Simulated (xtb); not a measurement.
Input for xtb: GFN2-xTB on BH2IO2 (SMILES OB(O)I), a point of a torsion scan.

```
$ xtb mol.xyz --gfn 2 --sp --chrg 0 --uhf 0
6

O      0.24758118     1.34785779    -0.15045714
B      0.29880129     0.02391121    -0.04568565
O      0.78140451    -0.68491718    -1.05878031
I     -0.57736756    -0.97836206     1.67071467
H      0.23102586     1.90994719     0.62135711
H      0.72473944    -1.63924365    -1.06147423
```

It printed:

```
[...]
           -------------------------------------------------
          |                Calculation Setup                |
           -------------------------------------------------



           -------------------------------------------------
          |                 G F N 2 - x T B                 |
           -------------------------------------------------

        Reference                      10.1021/acs.jctc.8b01176
      * Hamiltonian:
        H0-scaling (s, p, d)           1.850000    2.230000    2.230000
        zeta-weighting                 0.500000
      * Dispersion:
        s8                             2.700000
        a1                             0.520000
        a2                             5.000000
        s9                             5.000000
      * Repulsion:
        kExp                           1.500000    1.000000
        rExp                           1.000000
      * Coulomb:
        alpha                          2.000000
        third order                    shell-resolved
        anisotropic                    true
        a3                             3.000000
        a5                             4.000000
        cn-shift                       1.200000
        cn-exp                         4.000000
        max-rad                        5.000000


          ...................................................
          :                      SETUP                      :
          :.................................................:
          :  # basis functions                  24          :
          :  # atomic orbitals                  23          :
          :  # shells                           11          :
          :  # electrons                        24          :
          :  max. iterations                   250          :
          :  Hamiltonian                  GFN2-xTB          :
          :  restarted?                      false          :
          :  GBSA solvation                  false          :
          :  PC potential                    false          :
          :  electronic temp.          300.0000000     K    :
          :  accuracy                    1.0000000          :
          :  -> integral cutoff          0.2500000E+02      :
          :  -> integral neglect         0.1000000E-07      :
          :  -> SCF convergence          0.1000000E-05 Eh   :
          :  -> wf. convergence          0.1000000E-03 e    :
          :  Broyden damping             0.4000000          :
          :  net charge                          0          :
          :  unpaired electrons                  0          :
          ...................................................

 iter      E             dE          RMSdq      gap      omega  full diag
   1    -14.1991298 -0.141991E+02  0.909E+00    8.31       0.0  T
   2    -14.3516715 -0.152542E+00  0.837E+00    4.84       1.0  T
   3    -14.3872392 -0.355677E-01  0.480E+00    5.90       1.0  T
   4    -14.3767907  0.104485E-01  0.260E+00    5.44       1.0  T
   5    -14.3923105 -0.155198E-01  0.100E+00    5.88       1.0  T
   6    -14.3917664  0.544082E-03  0.681E-01    6.16       1.0  T
   7    -14.3926779 -0.911485E-03  0.353E-01    5.92       1.0  T
   8    -14.3931245 -0.446639E-03  0.493E-02    6.03       1.0  T
   9    -14.3931324 -0.783439E-05  0.261E-02    6.02       1.6  T
  10    -14.3931321  0.247107E-06  0.122E-02    6.02       3.3  T
  11    -14.3931326 -0.448023E-06  0.367E-03    6.02      11.1  T
  12    -14.3931326 -0.647379E-07  0.800E-04    6.02      51.1  T
  13    -14.3931326 -0.142856E-08  0.248E-04    6.02     164.9  T

   *** convergence criteria satisfied after 13 iterations ***

         #    Occupation            Energy/Eh            Energy/eV
      -------------------------------------------------------------
         1        2.0000           -0.7321337             -19.9224
       ...           ...                  ...                  ...
         6        2.0000           -0.5646929             -15.3661
         7        2.0000           -0.5516587             -15.0114
         8        2.0000           -0.5363635             -14.5952
         9        2.0000           -0.4977494             -13.5444
        10        2.0000           -0.4497894             -12.2394
        11        2.0000           -0.4181567             -11.3786
        12        2.0000           -0.4159150             -11.3176 (HOMO)
        13                         -0.1947050              -5.2982 (LUMO)
        14                         -0.1265597              -3.4439
        15                          0.0127150               0.3460
        16                          0.0224113               0.6098
        17                          0.0314201               0.8550
       ...                                ...                  ...
        23                          0.5730909              15.5946
      -------------------------------------------------------------
                  HL-Gap            0.2212100 Eh            6.0194 eV
             Fermi-level           -0.3053100 Eh           -8.3079 eV

 SCC (total)                   0 d,  0 h,  0 min,  0.007 sec
 SCC setup                      ...        0 min,  0.000 sec (  1.356%)
 Dispersion                     ...        0 min,  0.000 sec (  0.464%)
 classical contributions        ...        0 min,  0.000 sec (  0.227%)
 integral evaluation            ...        0 min,  0.001 sec ( 13.605%)
 iterations                     ...        0 min,  0.004 sec ( 60.022%)
 molecular gradient             ...        0 min,  0.002 sec ( 22.542%)
 printout                       ...        0 min,  0.000 sec (  1.496%)

         :::::::::::::::::::::::::::::::::::::::::::::::::::::
         ::                     SUMMARY                     ::
         :::::::::::::::::::::::::::::::::::::::::::::::::::::
         :: total energy             -14.317448611248 Eh    ::
         :: gradient norm              0.010992437778 Eh/a0 ::
         :: HOMO-LUMO gap              6.019430679186 eV    ::
         ::.................................................::
         :: SCC energy               -14.393131928296 Eh    ::
         :: -> isotropic ES            0.081378949517 Eh    ::
         :: -> anisotropic ES         -0.000298996684 Eh    ::
         :: -> anisotropic XC         -0.007816786995 Eh    ::
         :: -> dispersion             -0.002884264020 Eh    ::
         :: repulsion energy           0.075683317048 Eh    ::
         :: add. restraining           0.000000000000 Eh    ::
         :: total charge               0.000000000000 e     ::
         :::::::::::::::::::::::::::::::::::::::::::::::::::::

           -------------------------------------------------
          |                Property Printout                |
           -------------------------------------------------

    * Orbital Energies and Occupations

         #    Occupation            Energy/Eh            Energy/eV
      -------------------------------------------------------------
         1        2.0000           -0.7321337             -19.9224
         2        2.0000           -0.7302045             -19.8699
         3        2.0000           -0.7280654             -19.8117
         4        2.0000           -0.6487781             -17.6541
         5        2.0000           -0.5892238             -16.0336
         6        2.0000           -0.5646929             -15.3661
         7        2.0000           -0.5516587             -15.0114
         8        2.0000           -0.5363635             -14.5952
         9        2.0000           -0.4977494             -13.5444
        10        2.0000           -0.4497894             -12.2394
        11        2.0000           -0.4181567             -11.3786
Note: The following floating-point exceptions are signalling: IEEE_UNDERFLOW_FLAG IEEE_DENORMAL
normal termination of xtb
        12        2.0000           -0.4159150             -11.3176 (HOMO)
        13                         -0.1947050              -5.2982 (LUMO)
        14                         -0.1265597              -3.4439
        15                          0.0127150               0.3460
        16                          0.0224113               0.6098
        17                          0.0314201               0.8550
        18                          0.0521059               1.4179
        19                          0.0798933               2.1740
        20                          0.1869960               5.0884
        21                          0.5248497              14.2819
        22                          0.5477275              14.9044
        23                          0.5730909              15.5946
      -------------------------------------------------------------
                  HL-Gap            0.2212100 Eh            6.0194 eV
             Fermi-level           -0.3053100 Eh           -8.3079 eV

     #   Z          covCN         q      C6AA      α(0)
     1   8 O        1.619    -0.450    21.861     6.311
     2   5 B        2.460     0.506    16.847     7.308
     3   8 O        1.620    -0.444    21.743     6.294
     4  53 I        0.934    -0.268   392.081    34.182
     5   1 H        0.806     0.328     0.642     1.258
     6   1 H        0.806     0.328     0.643     1.259

 Mol. C6AA /au·bohr⁶  :       1200.207948
 Mol. C8AA /au·bohr⁸  :      68724.309685
 Mol. α(0) /au        :         56.611800


Wiberg/Mayer (AO) data.
largest (>0.10) Wiberg bond orders for each atom

 ---------------------------------------------------------------------------
     #   Z sym  total        # sym  WBO       # sym  WBO       # sym  WBO
 ---------------------------------------------------------------------------
     1   8 O    2.200 --     2 B    1.232     5 H    0.870
     2   5 B    3.378 --     3 O    1.249     1 O    1.232     4 I    0.880
     3   8 O    2.217 --     2 B    1.249     6 H    0.872
     4  53 I    0.945 --     2 B    0.880
     5   1 H    0.892 --     1 O    0.870
     6   1 H    0.892 --     3 O    0.872
 ---------------------------------------------------------------------------

Topologies differ in total number of bonds
Writing topology from bond orders to xtbtopo.mol

molecular dipole:
                 x           y           z       tot (Debye)
 q only:        0.304       0.116      -0.145
   full:        0.714       0.550      -0.853       3.155
molecular quadrupole (traceless):
                xx          xy          yy          xz          yz          zz
 q only:       -0.616      -1.633       4.472       2.306       6.247      -3.857
  q+dip:        2.206      -3.914       6.619       6.516      12.462      -8.825
   full:        2.093      -3.528       6.307       6.229      11.914      -8.400


           -------------------------------------------------
          | TOTAL ENERGY              -14.317448611248 Eh   |
          | GRADIENT NORM               0.010992437778 Eh/α |
          | HOMO-LUMO GAP               6.019430679186 eV   |
           -------------------------------------------------

------------------------------------------------------------------------
------------------------------------------------------------------------
 total:
 SCF:
```

The run finished.

Cost: very roughly 0.04 core-seconds.
